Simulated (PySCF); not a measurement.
BiI2, doublet, geometry from GFN2-xTB (such geometries of metal compounds can be far from the true shape) (the spin is typed, not shown lowest) (core potentials on Bi, I); PySCF with BHANDHLYP/def2-SVP.

PySCF was given this input:
```python
from pyscf import gto, scf, dft

mol = gto.Mole()
mol.atom = '''
    Bi    0.89619474    0.44438201    0.28746279
    I    -1.04089611    1.21333620   -1.58129724
    I    -0.36257867   -1.90925520    1.13111966
'''
mol.basis = 'def2-svp'
mol.ecp = {'Bi': 'def2-svp', 'I': 'def2-svp'}
mol.spin = 1
mol.verbose = 4
mol.build()

mf = dft.UKS(mol)
mf.xc = 'bhandhlyp'
mf.kernel()
```

It wrote (shortened):

```
PySCF version 2.14.0

[INPUT] verbose = 4
[INPUT] num. atoms = 3
[INPUT] num. electrons = 73
[INPUT] charge = 0
[INPUT] spin (= nelec alpha-beta = 2S) = 1
[INPUT] symmetry False subgroup None
[INPUT] Mole.unit = angstrom
[INPUT] Symbol           X                Y                Z      unit          X                Y                Z       unit  Magmom
[INPUT]  1 Bi     0.896194740000   0.444382010000   0.287462790000 AA    1.693562612876   0.839760293584   0.543225944103 Bohr   0.0
[INPUT]  2 I     -1.040896110000   1.213336200000  -1.581297240000 AA   -1.967008572025   2.292873115020  -2.988218705131 Bohr   0.0
[INPUT]  3 I     -0.362578670000  -1.909255200000   1.131119660000 AA   -0.685174384909  -3.607969429902   2.137506371511 Bohr   0.0

nuclear repulsion = 296.305872909494
number of shells = 30
number of NR pGTOs = 183
number of NR cGTOs = 78
basis = def2-svp
ecp = {'Bi': 'def2-svp', 'I': 'def2-svp'}

******** <class 'pyscf.dft.uks.UKS'> ********
method = UKS
initial guess = minao
damping factor = 0
level_shift factor = 0
DIIS = <class 'pyscf.scf.diis.CDIIS'>
diis_start_cycle = 1
diis_space = 8
diis_damp = 0
SCF conv_tol = 1e-09
SCF conv_tol_grad = None
SCF max_cycles = 50
direct_scf = True
direct_scf_tol = 1e-13
number electrons alpha = 37  beta = 36
XC library pyscf.dft.libxc version 7.1.2
    S. Lehtola, C. Steigemann, M. J. T. Oliveira, and M. A. L. Marques,  SoftwareX 7, 1–5 (2018)
XC functionals = bhandhlyp
    A. D. Becke,  J. Chem. Phys. 98, 1372 (1993)
    Defined through Gaussian implementation.
radial grids:
    Treutler-Ahlrichs [JCP 102, 346 (1995); DOI:10.1063/1.469408] (M4) radial grids

becke partition: Becke, JCP 88, 2547 (1988); DOI:10.1063/1.454033
pruning grids: <function nwchem_prune>
grids dens level: 3
symmetrized grids: False
atomic radii adjust function: <function treutler_atomic_radii_adjust>
small_rho_cutoff = 0
Set gradient conv threshold to 3.16228e-05
tot grids = 67360
init E= -719.07254654177

cycle= 1 E= -807.232769732755  delta_E= -88.2  |g|= 2.62  |ddm|= 12.1

cycle= 2 E= -807.990483778944  delta_E= -0.758  |g|= 1.85  |ddm|= 7.19
cycle= 3 E= -809.653952722042  delta_E= -1.66  |g|= 0.526  |ddm|= 3.33
cycle= 4 E= -809.880691958652  delta_E= -0.227  |g|= 0.173  |ddm|=  1.3
cycle= 5 E= -809.901843603997  delta_E= -0.0212  |g|= 0.0417  |ddm|= 0.319
cycle= 6 E= -809.903029226765  delta_E= -0.00119  |g|= 0.00783  |ddm|= 0.0661
cycle= 7 E= -809.90309202509  delta_E= -6.28e-05  |g|= 0.00208  |ddm|= 0.0186
cycle= 8 E= -809.903097057315  delta_E= -5.03e-06  |g|= 0.000536  |ddm|= 0.00463
cycle= 9 E= -809.9030979608  delta_E= -9.03e-07  |g|= 0.000258  |ddm|= 0.00234
cycle= 10 E= -809.9030982379  delta_E= -2.77e-07  |g|= 0.000112  |ddm|= 0.00141
cycle= 11 E= -809.903098320261  delta_E= -8.24e-08  |g|= 2.79e-05  |ddm|= 0.00112
cycle= 12 E= -809.903098323408  delta_E= -3.15e-09  |g|= 9.32e-06  |ddm|= 0.000201
cycle= 13 E= -809.903098323633  delta_E= -2.26e-10  |g|= 2.91e-06  |ddm|= 5.19e-05
Extra cycle  E= -809.903098323651  delta_E= -1.77e-11  |g|= 2.29e-06  |ddm|= 1.14e-05
converged SCF energy = -809.903098323651  <S^2> = 0.75407859  2S+1 = 2.0040744
```
